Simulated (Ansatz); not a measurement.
`C[NH][In]([F])[F]` + H₂ → `[F][InH][F]` + CH₃NH₂ at 500 K and 1 bar (hydrogenolysis of the In–N bond).

Program: Ansatz. Geometries: PBE0-D4/def2-TZVP. ΔE: electronic, gas phase. CBS: MP2 limit from def2 TZ/QZ plus the TZ coupled-cluster correction, frozen cores. This one scheme is used for every species. Elements past krypton have def2 core potentials. For In outer-core shells are correlated without core-valence functions, which leaves a few kJ/mol of doubt a bond. One conformer a species, not always the lowest.

```
            species  CCSD(T)/CBS energy (Eh)  H − E (kJ/mol)  S (J/(mol·K))
`C[NH][In]([F])[F]`               -484.61621           196.4          435.4
                 H₂                 -1.17544            41.0          145.5
      `[F][InH][F]`               -390.04654            52.1          326.1
             CH₃NH₂                -95.75281           191.8          270.3
```

H − E and S are ideal-gas, rigid-rotor, harmonic terms from PBE0-D4/def2-TZVP, for one conformer and one mirror image of each species. The MP2-based limit puts H₂ 0.8 mEh under its directly extrapolated value; such offsets cancel only in part. 1 Eh = 2625.50 kJ/mol, R = 8.31446 J/(mol·K).

Task: By hand: ΔE, ΔH, ΔS and ΔG.

Result: ΔE = (-390.04654) + (-95.75281) − (-484.61621) − (-1.17544) = -0.00770 Eh = -20.2 kJ/mol. Δ(H − E) = 52.1 + 191.8 − 196.4 − 41.0 = 6.5, so ΔH = -13.7 kJ/mol. ΔS = 326.1 + 270.3 − 435.4 − 145.5 = 15.5 J/(mol·K). ΔG = -13.7 − 500 × (15.5)/1000 = -21.4 kJ/mol.

Task: By hand: the equilibrium constant, and the temperature at which ΔG would vanish if ΔH and ΔS stayed fixed.

Result: log₁₀ K = −ΔG/(RT ln 10) = 2.2. ΔH and −TΔS have one sign here, so there is no such temperature.

TΔS isn't small against ΔH here. A doubt of 5 kJ/mol in ΔE shifts log₁₀ K by 0.5 here. Other conformers and mirror images would add mixing entropy, several J/(mol·K) or more a flexible species. These are equilibria of isolated gas molecules and say nothing of rates. Largest T1 diagnostic: 0.017 (customary marks: 0.02 for closed shells, 0.045 for open ones).
